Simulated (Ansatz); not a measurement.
Breaking the Se3–H4 bond in BeH2Se (SMILES [BeH][SeH]) (multiplicity 1 held, fragments rigid). Energies count from the point at 1.475 Å.
Geometry at that point (charge 0, multiplicity 1):
```xyz
4

Be    -0.690    -0.761    -1.418
H     -1.209    -1.341    -2.491
Se     0.092     0.160     0.224
H      0.846    -1.065     0.547
```

Restricted levels (R-, RO-) in cc, def2 and unpolarised 6-31G sets keep to the state of the molecule at rest. Unrestricted levels (U-) break spin symmetry where that is lower. Active spaces are followed from a long bond inwards. Levels need not reach the same state.

Frozen-core correlation. Filled d and f shells under p-block atoms count as core.

The values were computed with Ansatz (a program for electronic structure). Each number belongs to the level named beside it.

Energies in kJ/mol.

```
R (Å)  R-r2SCAN/cc-pVTZ  U-B3LYP/cc-pVTZ  U-CCSD(T)/cc-pVTZ  FIC-NEVPT4(SD) on CASSCF(4,3)/cc-pVTZ  FIC-MRCISD+Q on CASSCF(4,3)/cc-pVTZ
-----  ----------------  ---------------  -----------------  -------------------------------------  -----------------------------------
1.180               145              147                150                                    152                                  149
1.327                27               28                 28                                     30                                   28
1.475                 0                0                  0                                      0                                    0
1.622                19               17                 18                                     17                                   18
1.769                59               56                 57                                     55                                   56
1.991               132              128                128                                    124                                  126
2.212               206              200                198                                    190                                  192
2.581               311              288                288                                    270                                  272
2.949               387              324                329                                    312                                  314
3.392               448              339                341                                    332                                  335
3.981               494              345                344                                    339                                  342
4.719               518              347                345                                    341                                  344
```

Doubts at one or more of the structures used: a restricted determinant that unrestricted orbitals would lower (R-r2SCAN/cc-pVTZ); a spin-contaminated determinant (U-B3LYP/cc-pVTZ, U-CCSD(T)/cc-pVTZ); T1 above 0.05 (U-CCSD(T)/cc-pVTZ); active orbitals that take no part (FIC-NEVPT4(SD) on CASSCF(4,3)/cc-pVTZ, FIC-MRCISD+Q on CASSCF(4,3)/cc-pVTZ).
